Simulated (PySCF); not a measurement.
Coordinates in bohr (charge 0 multiplicity 1):
```
Ti    0.0000    0.0000    0.0316
S     0.0000    0.0000    3.9251
Cl    3.7459    0.0000   -1.8149
Cl   -3.7459    0.0000   -1.8149
```

Level of theory: PBE/[Ti def2-SVP, S def2-SVP, Cl def2-SVP], no relativity, density fitting, PySCF.

This geometry of TiSCl2 is a stationary point at this level.

Question: What is the point group?

Answer: C2v.

Question: Is it a minimum?

Answer: No: it has 1 imaginary mode, at 54i cm⁻¹ (b1).

Question: List the harmonic modes with their infrared intensities.

Answer: 
| symmetry | ω (cm⁻¹) | IR (km/mol) | type |
| --- | --- | --- | --- |
| b1 | 54i | – | bend |
| a1 | 111 | 0.6 | bend |
| b2 | 136 | 0.1 | bend |
| a1 | 368 | 14.9 | stretch |
| b2 | 502 | 119 | stretch |
| a1 | 613 | 88.4 | stretch |

In C2v the vibrations span b1 + 3a1 + 2b2. Here b1 is antisymmetric to the molecular plane and b2 lies in it.

Stability towards spin polarisation was not tested. Only a few start shapes were tried, so a lower isomer may exist.
